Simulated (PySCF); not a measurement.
A geometry optimisation on `N#C[Te][Si@@H](N)[SiH3]`.

Method: PBE0-D3(BJ)/def2-SVP geometry optimisation, gas phase, def2 core potentials past Kr (PySCF 2.14.0). Start geometry: GFN2-xTB. The input is one job of a driver script: a line of settings, then coordinates in Å.

Input:
```
{"job": {"xc": "PBE0", "basis": "def2-SVP", "d3": "d3bj", "grid": 1, "maxiter": 30, "shake": 0.01, "kind": "geom"}, "charge": 0, "multiplicity": 1}
N     -1.242050     3.354460    -0.581180
C     -1.566520     2.308110    -0.886800
Te    -2.111150     0.428930    -1.416940
Si    -0.446060    -0.419310     0.347160
N     -0.523830    -2.120070    -0.012690
Si     1.697030     0.338450     0.139160
H     -1.096630    -0.111490     1.653750
H     -1.390040    -2.584180    -0.087560
H      0.131070    -2.705990     0.493980
H      1.728050     1.756440    -0.163210
H      2.420560     0.111340     1.403750
H      2.439270    -0.384960    -0.898430
```

Output:
```
step   0  E = -997.52805847  max force = 0.059903
step   1  E = -997.53595473  max force = 0.007342
step   2  E = -997.53663478  max force = 0.002651
step   3  E = -997.53840069  max force = 0.006025
step   4  E = -997.53880055  max force = 0.004233
step   5  E = -997.53908323  max force = 0.002523
step   6  E = -997.53928671  max force = 0.002331
step   7  E = -997.53950653  max force = 0.002912
step   8  E = -997.53983947  max force = 0.002194
step   9  E = -997.54019375  max force = 0.004123
step  10  E = -997.54050567  max force = 0.002041
step  11  E = -997.54016377  max force = 0.004136
step  12  E = -997.54080875  max force = 0.002528
step  13  E = -997.54087286  max force = 0.000886
step  14  E = -997.54095750  max force = 0.000533
step  15  E = -997.54106349  max force = 0.000650
step  16  E = -997.54111189  max force = 0.000838
step  17  E = -997.54121669  max force = 0.000942
step  18  E = -997.54126473  max force = 0.000647
step  19  E = -997.54125621  max force = 0.000624
step  20  E = -997.54125538  max force = 0.000529
step  21  E = -997.54126138  max force = 0.000389
step  22  E = -997.54126598  max force = 0.000243
optimisation converged
```

Energies in Eh; «max force» is the largest Cartesian gradient component in Eh/bohr.

At which steps does the energy rise by more than 1e-5 Eh?

At step 11 (+0.34 mEh).

Give the first gradient maximum in eV/Å.

With 1 Eh/bohr = 51.422 eV/Å, 3.080 eV/Å.

Main results: final energy -997.54127 Eh after 22 steps; dipole 5.81 D.

On an Arm Neoverse V2 with one thread, on a shared host, this took 2.9 min and 0.53 GiB of memory at its peak.
Labels such as C1 count atoms from 1, the log's own numbers from 0.
